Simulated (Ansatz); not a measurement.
Consider the ligand exchange at the Si–Br bond: `S=C[SiH2]Br` + H–F → `F[SiH2]C=S` + HBr.

Isolated molecules relaxed with PBE0-D4/def2-TZVP in Ansatz; ΔE leaves out vibrations. CCSD(T)/CBS adds triple-zeta CCSD(T) − MP2 to the extrapolated MP2 energy (def2 sets, frozen cores). This one scheme is used for every species. Functionals use def2-TZVPP. For Br outer-core shells are correlated without core-valence functions, which leaves a few kJ/mol of doubt a bond. Scalar relativity is left out up to krypton. Each species was taken in one conformer, which may not be the lowest.

`S=C[SiH2]Br`:

Z-matrix (Å, degrees):
```
Si
C 1 1.877
Br 1 2.224 2 110.4
H 1 1.479 2 109.1 3 119.0
H 1 1.479 2 109.1 3 -119.1
S 2 1.609 1 117.0 3 179.0
H 2 1.093 1 122.1 3 -1.2
```

H–F:

Cartesian coordinates in Å:
```
F -0.092 -0.133 0.431
H 0.092 0.133 -0.431
```

`F[SiH2]C=S`:

Z-matrix (Å, degrees):
```
Si
C 1 1.872
F 1 1.601 2 110.5
H 1 1.479 2 108.9 3 118.9
H 1 1.479 2 108.9 3 -118.9
S 2 1.611 1 115.8 3 -179.8
H 2 1.093 1 123.7 3 0.2
```

HBr:

```xyz
2

Br   -0.207    0.643    0.219
H     0.207   -0.643   -0.219
```

```tsv
species	PBE-QIDH energy (Eh)
`S=C[SiH2]Br`	-3300.70715
H–F	-100.38493
`F[SiH2]C=S`	-826.95400
HBr	-2574.15055
```

Question: Work out ΔE.

Answer: ΔE = (-826.95400) + (-2574.15055) − (-3300.70715) − (-100.38493) = -0.01247 Eh = -32.7 kJ/mol. CCSD(T)/CBS gives -34.4 kJ/mol.

Largest T1 diagnostic among the species: 0.015.

The D4 term adds +6.8 kJ/mol with B3LYP and +3.7 kJ/mol with PBE0; it sums over pairs of atoms, weighted by their polarisabilities, and B3LYP, whose exchange is more repulsive, gets the larger term. In def2-TZVPP, CCSD(T) changes the Hartree–Fock value by +12.9 kJ/mol (the triples alone add +2.6 kJ/mol) and MP2 by +19.7 kJ/mol.

B3LYP here is the variant with VWN-RPA as its local correlation; programs differ in this.
